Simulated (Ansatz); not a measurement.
Computed with Ansatz on PBE0-D4/def2-TZVP structures; ΔE is electronic, products minus reactants. CBS: MP2 limit from def2 TZ/QZ plus the TZ coupled-cluster correction, frozen cores. This one scheme is used for every species. Each species was taken in one conformer, which may not be the lowest.

Consider the hydrogenolysis of a C–Si bond: `[SiH3]/C=C\[SiH2]Cl` + H₂ → `C=C[SiH3]` + `[SiH3]Cl`.

| level | ΔE (kJ/mol) |
| --- | --- |
| SCS-MP2/def2-TZVPP | -27.2 |
| CCSD(T)/def2-TZVPP | -26.2 |
| HF/def2-QZVPP | -58.2 |
| CCSD/CBS(def2) | -29.2 |

(1) What does CCSD(T)/CBS give? (Best estimate.)

Largest T1 diagnostic among the species: 0.011.

Results:

(1) The calculation gave: -22.6 kJ/mol. The listed levels differ from it by -4.6, -3.6, -35.6, -6.6 kJ/mol.

The D4 term adds +18.3 kJ/mol with B3LYP and +10.3 kJ/mol with PBE0; it sums over pairs of atoms, weighted by their polarisabilities, and B3LYP, whose exchange is more repulsive, gets the larger term. In def2-TZVPP, CCSD(T) changes the Hartree–Fock value by +31.9 kJ/mol (the triples alone add +6.5 kJ/mol) and MP2 by +38.8 kJ/mol. From PBE to PBE0 (25 % exact exchange), in def2-TZVPP and without D4, ΔE moves by −4.1 kJ/mol.

B3LYP here is the variant with VWN-RPA as its local correlation; programs differ in this.
